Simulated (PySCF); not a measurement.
AuClH3N, SMILES [NH3]->[Au][Cl], multiplicity 1. Coordinates come from a PBE-D3(BJ)/def2-TZVP optimisation. The spin state was assumed, not searched. The def2 effective core potentials stand for the cores of Au; spin–orbit coupling is left out.

Computed equilibrium geometry at PBE-D3(BJ)/def2-TZVP (PySCF confirms it by a frequency run) as a Z-matrix, and its point group:
point group C3v.
```
N
H 1 1.0236
H 1 1.0236 2 108.02
H 1 1.0236 2 108.02 3 116.61
Au 1 2.0969 2 110.89 3 -121.70
Cl 5 2.2410 3 158.77 1 180.00
```
Charge 0, spin multiplicity 1.
